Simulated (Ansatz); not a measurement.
Gas-phase electronic energies from Ansatz, PBE0-D4/def2-TZVP geometries. CCSD(T)/CBS is the MP2 limit (def2-TZVPP, def2-QZVPP) plus CCSD(T) − MP2 in def2-TZVPP, frozen cores. Functionals use def2-TZVPP. B3LYP here is the variant with VWN-RPA as its local correlation; programs differ in this. Each species was taken in one conformer, which may not be the lowest.

Consider the redistribution: `N[SiH](Cl)O[SiH3]` + `C=C[SiH](N)OC` → `C=C[Si@@H](N)O[Si@H](N)Cl` + `CO[SiH3]`.

| level | ΔE (kJ/mol) | difference from CCSD(T)/CBS |
| --- | --- | --- |
| B3LYP-D4 | -5.4 | -1.7 |
| ωB97X-V | -4.1 | -0.4 |
| ωB97M-V | -4.1 | -0.4 |
| PBE0 | -2.6 | 1.1 |
| B3LYP | -2.2 | 1.5 |
| MP2/def2-TZVPP | -3.8 | -0.1 |
| SCS-MP2/def2-TZVPP | -3.5 | 0.2 |
| CCSD/def2-TZVPP | -3.5 | 0.2 |
| CCSD(T)/def2-TZVPP | -3.9 | -0.2 |
| HF/CBS(def2) | -2.4 | 1.3 |
| CCSD(T)/CBS | -3.7 | 0 |

Largest T1 diagnostic among the species: 0.011.

The D4 term adds −3.2 kJ/mol with B3LYP and −2.2 kJ/mol with PBE0; it sums over pairs of atoms, weighted by their polarisabilities, and B3LYP, whose exchange is more repulsive, gets the larger term.
